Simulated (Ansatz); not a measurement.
Program: Ansatz 0.2.0.

Basis-set series for AlBCl$_{2}$H$_{3}$N, SMILES `N[BH][Al]([Cl])[Cl]`. Total charge 0; spin multiplicity 1. The structure was optimised at the PBE0-D4/def2-TZVP level. It is one conformer, not always the lowest.

| functional | basis | functions | energy (Eh) | HOMO (eV) | LUMO (eV) |
| --- | --- | --- | --- | --- | --- |
| PBE0-D4 | def2-TZVPP | 230 | -1243.97309 | -7.81 | -1.93 |
| PBE0-D4 | def2-QZVPP | 414 | -1244.01219 | -7.83 | -1.97 |
| ωB97M-V | def2-TZVPP | 230 | -1244.39142 | -9.90 | -0.10 |
| ωB97M-V | def2-QZVPP | 414 | -1244.42872 | -9.93 | -0.20 |

Problem. Give the rows for def2-SVP. (Estimate.)

Solution. The calculation gave: 
```
functional     basis  functions  energy (Eh)  HOMO (eV)  LUMO (eV)
   PBE0-D4  def2-SVP         97  -1243.47998      -7.69      -1.75
   ωB97M-V  def2-SVP         97  -1243.89851      -9.74       0.15
```
